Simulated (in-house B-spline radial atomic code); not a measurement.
Whole-atom quantities along the 7-electron series, configuration [He] 2s2 2p3. Breit and QED terms are first order and not part of the total energy; the density at the nucleus is averaged over the nuclear charge. Computed with an all-electron radial atomic-structure program (B-spline basis): Dirac-Hartree-Fock, average of the configuration, finite nuclei.

| ion | Z | E/Z² (Eh) | Σ<r²> (bohr²) | n(0)/Z³ (bohr⁻³) | Lamb diamagnetic shielding (ppm) | repulsion over attraction | Breit energy (eV) | self-energy (eV) | vacuum polarisation (eV) | Dirac less non-relativistic energy (Eh) |
| --- | --- | --- | --- | --- | --- | --- | --- | --- | --- | --- |
| N | 7 | -1.1087 | 12.515 | 0.61288 | 325.19 | 0.15222 | 0.12801 | 0.083449 | -0.0038652 | -0.031553 |
| O+ | 8 | ? | ? | ? | ? | ? | ? | ? | ? | ? |
| F2+ | 9 | -1.2041 | 5.0519 | 0.64088 | 441.6 | 0.12798 | 0.30169 | 0.2113 | -0.010795 | -0.093269 |
| Ne3+ | 10 | ? | ? | ? | ? | ? | ? | ? | ? | ? |
| Mg5+ | 12 | -1.298 | 2.1851 | 0.67682 | 616.17 | 0.10105 | 0.7893 | 0.60236 | -0.034716 | -0.31948 |
| Al6+ | 13 | -1.3211 | 1.7647 | 0.68815 | 674.5 | 0.094239 | 1.0276 | 0.80364 | -0.047982 | -0.44899 |

Task: Fill in the row of O+.

Result: E/Z² (Eh): -1.1608; Σ<r²> (bohr²): 7.4851; n(0)/Z³ (bohr⁻³): 0.62755; Lamb diamagnetic shielding (ppm): 383.44; repulsion over attraction: 0.13959; Breit energy (eV): 0.20223; self-energy (eV): 0.13692; vacuum polarisation (eV): -0.0066753; Dirac less non-relativistic energy (Eh): -0.056158.

Task: Fill in the row of Ne3+.

Result: E/Z² (Eh): -1.2405; Σ<r²> (bohr²): 3.6586; n(0)/Z³ (bohr⁻³): 0.65335; Lamb diamagnetic shielding (ppm): 499.74; repulsion over attraction: 0.11776; Breit energy (eV): 0.43017; self-energy (eV): 0.31075; vacuum polarisation (eV): -0.016574; Dirac less non-relativistic energy (Eh): -0.14662.

Task: With what power of Z does the column «vacuum polarisation (eV)» change over this range?

Result: A fit of the logarithm of its size against log Z from Z = 7 to 13 has slope 4.07.
